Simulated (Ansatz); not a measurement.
BClH3OSi (`[SiH3]O[B]Cl`) radical. The species carries charge 0 and has multiplicity 2.

Cartesian coordinates in Å:
```
Si 0.0163 -0.8720 0.5827
O 0.1887 0.3238 -0.5659
B -0.2421 1.5724 -0.6627
Cl 0.1050 2.6088 -2.0257
H 1.3769 -1.2561 1.0195
H -0.7820 -0.3640 1.7229
H -0.6628 -2.0128 -0.0708
```

(1) Give the diagnostics of a CCSD(T)/def2-TZVPP run (frozen core, Ansatz). (An estimate is asked.)

Answers

(1) Computed: T1 = 0.0146, largest single amplitude 0.027, largest double 0.021, (T) share of the correlation energy 3.8 %, 10 CCSD cycles. ⟨S²⟩ of the UHF reference is 0.755 against 0.75 for a pure state. T1 lies under the customary mark of 0.045 for open shells.
